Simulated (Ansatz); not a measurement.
Ga12N12, relaxed as a singlet with RKS PBE-D4/def2-SVP in Ansatz, starting from the GFN2-xTB geometry. Force threshold 0.03 eV/Å.

Single mean-field runs in def2-SVP are fitted with def2-universal-jkfit. Another isomer (singlet) lies 7.08 eV lower at PBE0-D4/def2-TZVP; other spin states weren't run for this one.

Start:

```xyz
24

Ga   -0.188   -2.239    1.979
Ga    2.272   -0.570    1.408
Ga    1.551   -2.696   -0.223
Ga   -0.047    2.176    1.654
Ga   -2.037   -0.036    2.190
Ga   -2.405    1.973    0.212
Ga    2.318    1.957    0.030
Ga    2.161   -0.387   -1.627
Ga   -0.162    2.354   -1.377
Ga   -0.294   -0.248   -0.004
Ga   -2.206    0.218   -2.015
Ga   -0.342   -1.974   -2.220
N     1.933   -2.418    1.657
N    -1.505   -1.565    3.101
N    -1.893    2.109    2.077
N     3.236    0.314   -0.098
N     0.851    3.137    0.155
N     0.656    0.417    1.539
N    -0.297   -2.145   -0.121
N    -2.166    0.063    0.089
N     0.543    0.599   -1.525
N     1.797   -2.190   -2.077
N    -2.036    2.331   -1.657
N    -1.743   -1.180   -3.146
```

```csv
step,energy (eV),largest force component (eV/Å),SCF passes
1,-646214.6974,1.450,42
2,-646215.2949,0.796,39
3,-646215.8194,0.674,40
4,-646216.1186,0.712,30
5,-646216.1882,0.194,31
6,-646216.2165,0.063,31
7,-646216.2178,0.055,27
8,-646216.2190,0.007,26
```

Force components are those of the run's own axes.

End:

```xyz
24

Ga   -0.168   -2.191    1.923
Ga    2.369   -0.672    1.408
Ga    1.494   -2.754   -0.224
Ga   -0.130    2.280    1.682
Ga   -2.004   -0.021    2.124
Ga   -2.469    1.929    0.210
Ga    1.932    1.632    0.026
Ga    2.253   -0.486   -1.653
Ga   -0.245    2.466   -1.379
Ga   -0.248   -0.210   -0.003
Ga   -2.158    0.226   -1.954
Ga   -0.322   -1.944   -2.155
N     1.810   -2.469    1.650
N    -1.288   -1.378    3.113
N    -1.965    1.993    2.063
N     3.254    0.172   -0.112
N     0.711    3.177    0.166
N     0.922    0.641    1.505
N    -0.366   -2.198   -0.120
N    -2.230    0.004    0.084
N     0.809    0.822   -1.482
N     1.670   -2.243   -2.067
N    -2.106    2.219   -1.654
N    -1.524   -0.998   -3.151
```

Bonds formed: Ga7–N18, Ga7–N21 (atoms count from 1).

No frequencies were taken in this run, so the end may be a saddle point.

Run time 58 s (4 threads of AMD EPYC 7R13 on a shared host and a share (37 GiB) of an NVIDIA H100 80GB HBM3), peak host memory 1.2 GiB.
